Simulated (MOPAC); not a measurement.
MOPAC input (PM6):

```
PM6 1SCF UHF MS=0.5 GEO-OK AUX(PRECISION=9) THREADS=1
C2H7Si

C    -1.72551300 1   -0.51086100 1    0.16244200 1
C    -0.56307400 1    0.38637200 1    0.42330800 1
Si    1.12973700 1    0.11756100 1   -0.25120000 1
H    -2.54457600 1    0.03103800 1   -0.32680100 1
H    -2.14199600 1   -0.90517400 1    1.09766600 1
H    -1.46926400 1   -1.36260000 1   -0.47009300 1
H    -0.76134800 1    1.24840500 1    1.05353600 1
H     1.66560500 1   -1.20509700 1    0.16933000 1
H     2.04915000 1    1.18076900 1    0.21778100 1
H     1.11764200 1    0.11373300 1   -1.73912400 1
```

Output:

```
 *******************************************************************************
 **                                                                           **
 **                              MOPAC v23.2.5                                **
 **                                                                           **
 *******************************************************************************
 ** MOPAC's Digital Object Identifier: https://doi.org/10.5281/zenodo.6511958 **
 **                                                                           **
 ** Please cite the open-source release paper for use of this MOPAC version:  **
 ** J. E. Moussa and J. J. P. Stewart (2026)                                  **
 ** MOPAC: An open-source semiempirical molecular orbital program             **
 ** J. Open Source Softw., 11(119), 8025, https://doi.org/10.21105/joss.08025 **
 *******************************************************************************

                              PM6 CALCULATION RESULTS

 *******************************************************************************
 *  PM6        - The PM6 Hamiltonian to be used
 *  GEO-OK     - OVERRIDE INTERATOMIC DISTANCE AND OTHER SAFETY CHECKS
 *  UHF        - UNRESTRICTED HARTREE-FOCK CALCULATION
 *  MS=        - IN MECI, MAGNETIC COMPONENT OF SPIN =  0.5
 *  1SCF       - DO 1 SCF AND THEN STOP
 *  AUX        - OUTPUT AUXILIARY INFORMATION
 *******************************************************************************
PM6 1SCF UHF MS=0.5 GEO-OK AUX(PRECISION=9) THREADS=1
 C2H7Si

   ATOM   CHEMICAL          X               Y               Z
  NUMBER   SYMBOL      (ANGSTROMS)     (ANGSTROMS)     (ANGSTROMS)

     1       C         -1.72551300  *  -0.51086100  *   0.16244200  *
     2       C         -0.56307400  *   0.38637200  *   0.42330800  *
     3      Si          1.12973700  *   0.11756100  *  -0.25120000  *
     4       H         -2.54457600  *   0.03103800  *  -0.32680100  *
     5       H         -2.14199600  *  -0.90517400  *   1.09766600  *
     6       H         -1.46926400  *  -1.36260000  *  -0.47009300  *
     7       H         -0.76134800  *   1.24840500  *   1.05353600  *
     8       H          1.66560500  *  -1.20509700  *   0.16933000  *
     9       H          2.04915000  *   1.18076900  *   0.21778100  *
    10       H          1.11764200  *   0.11373300  *  -1.73912400  *

          CARTESIAN COORDINATES

    NO.       ATOM           X           Y           Z

     1         C         -1.7255     -0.5109      0.1624
     2         C         -0.5631      0.3864      0.4233
     3        Si          1.1297      0.1176     -0.2512
     4         H         -2.5446      0.0310     -0.3268
     5         H         -2.1420     -0.9052      1.0977
     6         H         -1.4693     -1.3626     -0.4701
     7         H         -0.7613      1.2484      1.0535
     8         H          1.6656     -1.2051      0.1693
     9         H          2.0492      1.1808      0.2178
    10         H          1.1176      0.1137     -1.7391

 General Reference for PM6:
 "Optimization of Parameters for Semiempirical Methods V: Modification of NDDO Approximations
 and Application to 70 Elements", J. J. P. Stewart, J. Mol. Mod., 13, 1173-1213 (2007)
 URL: https://link.springer.com/article/10.1007/s00894-007-0233-4

           Empirical Formula: C2 H7 Si  =    10 atoms

      MOLECULAR POINT GROUP   :   Cs

          UHF CALCULATION, NO. OF ALPHA ELECTRONS =   10
                           NO. OF BETA  ELECTRONS =    9

 -------------------------------------------------------------------------------
 PM6 1SCF UHF MS=0.5 GEO-OK AUX(PRECISION=9) THREADS=1
 C2H7Si

     1SCF WAS SPECIFIED, SO BFGS WAS NOT USED
     SCF FIELD WAS ACHIEVED

                              PM6 CALCULATION
                                                       MOPAC v23.2.5 Linux

          FINAL HEAT OF FORMATION =         14.60026 KCAL/MOL =      61.08750 KJ/MOL

          COSMO AREA              =        113.67 SQUARE ANGSTROMS
          COSMO VOLUME            =        101.49 CUBIC ANGSTROMS

          IONIZATION POTENTIAL    =          9.359361 EV
          ALPHA SOMO LUMO (EV)    =         -9.359  0.574
          BETA  SOMO LUMO (EV)    =        -10.676 -0.208
          NO. OF ALPHA ELECTRONS  =         10
          NO. OF BETA  ELECTRONS  =          9
          MOLECULAR WEIGHT        =         59.1628         POINT GROUP:  Cs

          MOLECULAR DIMENSIONS (Angstroms)

            Atom       Atom       Distance
            H     9    H     4     4.76663
            H     7    H    10     3.33666
            H     7    H     8     2.12263

          SCF CALCULATIONS        =          1

   ATOM   CHEMICAL          X               Y               Z
  NUMBER   SYMBOL      (ANGSTROMS)     (ANGSTROMS)     (ANGSTROMS)

     1       C         -1.72551300  *  -0.51086100  *   0.16244200  *
     2       C         -0.56307400  *   0.38637200  *   0.42330800  *
     3      Si          1.12973700  *   0.11756100  *  -0.25120000  *
     4       H         -2.54457600  *   0.03103800  *  -0.32680100  *
     5       H         -2.14199600  *  -0.90517400  *   1.09766600  *
     6       H         -1.46926400  *  -1.36260000  *  -0.47009300  *
     7       H         -0.76134800  *   1.24840500  *   1.05353600  *
     8       H          1.66560500  *  -1.20509700  *   0.16933000  *
     9       H          2.04915000  *   1.18076900  *   0.21778100  *
    10       H          1.11764200  *   0.11373300  *  -1.73912400  *

                             CARTESIAN COORDINATES

   1    C       -1.725513000    -0.510861000     0.162442000
   2    C       -0.563074000     0.386372000     0.423308000
   3   Si        1.129737000     0.117561000    -0.251200000
   4    H       -2.544576000     0.031038000    -0.326801000
   5    H       -2.141996000    -0.905174000     1.097666000
   6    H       -1.469264000    -1.362600000    -0.470093000
   7    H       -0.761348000     1.248405000     1.053536000
   8    H        1.665605000    -1.205097000     0.169330000
   9    H        2.049150000     1.180769000     0.217781000
  10    H        1.117642000     0.113733000    -1.739124000

           Empirical Formula: C2 H7 Si  =    10 atoms

      MOLECULAR POINT GROUP   :   Cs

          ALPHA EIGENVALUES
 -26.72686 -21.13607 -17.91287 -14.84427 -14.31332 -13.28523 -11.46289 -11.34643
 -11.04291  -9.35936   0.57419   1.20097   1.24023   1.79585   2.08532   2.92804
   4.42092   4.69545   4.76287   4.79591   5.63659   5.71077   6.31965   6.68755

           BETA EIGENVALUES
 -26.56438 -20.86332 -17.81981 -14.68542 -13.89093 -13.11746 -11.32697 -11.32029
 -10.67621  -0.20833   0.63041   1.23656   1.33450   1.79143   2.70433   3.07332
   4.60107   4.72359   4.77791   5.05046   5.73979   5.75622   6.51885   6.73945

              NET ATOMIC CHARGES AND DIPOLE CONTRIBUTIONS

  ATOM NO.   TYPE          CHARGE      No. of ELECS.   s-Pop       p-Pop       d-Pop
    1          C          -0.425305        4.4253     1.06966     3.35565
    2          C          -0.369863        4.3699     1.16840     3.20147
    3         Si           0.198570        3.8014     1.20832     1.99793     0.59518
    4          H           0.158547        0.8415     0.84145
    5          H           0.158364        0.8416     0.84164
    6          H           0.150904        0.8491     0.84910
    7          H           0.149017        0.8510     0.85098
    8          H          -0.006226        1.0062     1.00623
    9          H          -0.007982        1.0080     1.00798
   10          H          -0.006026        1.0060     1.00603
 DIPOLE           X         Y         Z       TOTAL
 POINT-CHG.     0.265    -0.302    -0.287     0.494
 HYBRID        -1.151     0.203     0.470     1.260
 SUM           -0.886    -0.099     0.183     0.910

          ATOMIC ORBITAL ELECTRON POPULATIONS

     Atom    s        px        py        pz      x^2-y^2     xz        z^2       yz        xy
    1  C   1.06966   1.07791   1.11894   1.15879
    2  C   1.16840   1.11501   1.04445   1.04201
    3 Si   1.20832   0.56943   0.72215   0.70634   0.10408   0.07397   0.20664   0.04447   0.16602
    4  H   0.84145
    5  H   0.84164
    6  H   0.84910
    7  H   0.85098
    8  H   1.00623
    9  H   1.00798
   10  H   1.00603

                    (SZ)    =    0.500000
                    (S**2)  =    0.754796

          ATOMIC ORBITAL SPIN POPULATIONS

    Atom   Total    s     px     py     pz   x^2-y^2  xz     z^2    yz     xy
         Atomic
    1  C -0.0471 -0.007 -0.025 -0.012 -0.003
    2  C  0.9951  0.024  0.089  0.285  0.597
    3 Si  0.0109 -0.007 -0.020 -0.003 -0.007 -0.003  0.014  0.023 -0.000  0.014
    4  H  0.0277  0.028
    5  H  0.0272  0.027
    6  H  0.0020  0.002
    7  H -0.0334 -0.033
    8  H  0.0092  0.009
    9  H -0.0014 -0.001
   10  H  0.0097  0.010

 **********************
 *                    *
 * JOB ENDED NORMALLY *
 *                    *
 **********************

 == MOPAC DONE ==
```

The geometry given is a B3LYP-D3(BJ)/def2-TZVP minimum.
